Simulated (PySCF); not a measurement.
In(NCO)(OH)2 (CH2InNO3), SMILES [OH][In]([OH])[N]=C=O.

Coordinates come from a B3LYP-D3(BJ)/def2-SVP optimisation. The structure was generated by enumeration; whether it is a known compound was not checked. The def2 effective core potentials stand for the cores of In; spin–orbit coupling is left out. Other conformers were not sampled.

All values below come from PBE/def2-TZVP in PySCF.

Symmetry labels are those of the subgroup Cs that the program uses (full group Cs).

Computed valence orbital energies around the gap with their symmetry:
```csv
orbital,symmetry,energy (eV)
HOMO−7,A",-11.01
HOMO−6,A',-10.94
HOMO−5,A',-8.63
HOMO−4,A',-8.41
HOMO−3,A",-7.89
HOMO−2,A",-7.40
HOMO−1,A',-7.13
HOMO,A",-7.09
LUMO,A',-3.32
LUMO+1,A",-1.92
LUMO+2,A',-0.71
LUMO+3,A',-0.04
```
